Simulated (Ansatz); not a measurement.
## Relaxing a trial structure of FGeHSi

The starting geometry of this gas-phase singlet was optimised with GFN2-xTB.

```yaml
atoms:
  - { symbol: F, position_ang: [0.5479, 0.3331, 1.5204] }
  - { symbol: Ge, position_ang: [1.0613, -1.0459, -0.8824] }
  - { symbol: Si, position_ang: [0.2500, -1.3314, 1.3987] }
  - { symbol: H, position_ang: [-0.5658, -1.1241, -1.2154] }
```

Predict what becomes of its bonds when it is optimised with PBE0-D4/def2-TZVP.

A new bond forms, giving a structure with H4 bridging Si3 and Ge2, given below by its coordinates. Contacts that close: Si3–H4 (2.75 → 1.75 Å).

The energy falls by 0.27 eV over 11 steps:

| step | E − E(last) (eV) |
| --- | --- |
| 1 | 0.268 |
| 2 | 0.199 |
| 3 | 0.188 |
| 4 | 0.143 |
| 5 | 0.081 |
| 7 | 0.016 |
| 8 | 0.002 |
| 9 | 0.001 |
| 10 | 0.000 |
| 11 | 0.000 |

Final geometry (Å):

```yaml
atoms:
  - { symbol: F, position_ang: [0.5974, 0.2106, 1.0240] }
  - { symbol: Ge, position_ang: [1.2233, -0.8489, -0.7803] }
  - { symbol: Si, position_ang: [-0.0141, -1.4347, 1.1111] }
  - { symbol: H, position_ang: [-0.5133, -1.0953, -0.5335] }
```

Frequencies at the end are all real (lowest 160 cm⁻¹). Run with Ansatz 0.2.0, 23 s on 2 threads of Intel(R) Xeon(R) Platinum 8375C CPU @ 2.90GHz (Ice Lake), with other jobs on the host.
